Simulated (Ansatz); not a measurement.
Mulliken charges of HI₃OZr, SMILES `[OH][Zr]([I])([I])[I]` from r2SCAN/def2-TZVPP in Ansatz (PBE0-D4/def2-TZVP geometry).

| atom | x (Å) | y (Å) | z (Å) | charge (e) |
| --- | --- | --- | --- | --- |
| O1 | -0.253 | 0.140 | 1.501 | -0.478 |
| Zr2 | 0.056 | -0.031 | -0.336 | 0.750 |
| I3 | 2.228 | -1.587 | -0.723 | -0.162 |
| I4 | -2.105 | -1.167 | -1.491 | -0.163 |
| I5 | 0.480 | 2.418 | -1.390 | -0.162 |
| H6 | -0.406 | 0.228 | 2.439 | 0.215 |

Problem. By hand: the dipole of these point charges (1 e Å = 4.8032 D).

Solution. Σ q r = (-0.020, 0.014, 0.140) e Å, of length 0.142 e Å = 0.68 D.

Problem. How does the dipole of the full density compare? (Best estimate.)

Solution. Computed: (-0.090, 0.051, 0.548) e Å, 2.68 D; the point charges give 0.25 times that, at 1° from its direction.

Point charges leave out the atoms' own dipoles, such as those of lone pairs, and Mulliken's split depends on the basis, so the two needn't agree.
